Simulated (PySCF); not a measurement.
C₂H₇ClO₂Si, SMILES Cl[Si@@H](O)CCO.

The structure is a stationary point at PBE-D3(BJ)/def2-SVP. The structure was generated by enumeration; whether it is a known compound was not checked. One conformer was computed; it need not be the lowest.

Vertical ionisation energy (IE) and electron affinity (EA) in eV. Rows of orbital energies are one-electron estimates. Where ΔSCF, EOM or ADC give a negative EA the extra electron is unbound and the value depends on the basis.

| level | IE | EA |
|---|---|---|
| −ε(HOMO), −ε(LUMO), r2SCAN/def2-TZVP (PySCF) | 6.80 | -0.06 |
| −ε(HOMO), −ε(LUMO), PBE/def2-TZVP (PySCF) | ? | ? |

Task: What belongs in the gaps? (Estimate from the structure and the level; the computed values follow.)

Result: 
- −ε(HOMO), −ε(LUMO), PBE/def2-TZVP (PySCF), IE: 6.45
- −ε(HOMO), −ε(LUMO), PBE/def2-TZVP (PySCF), EA: 0.46
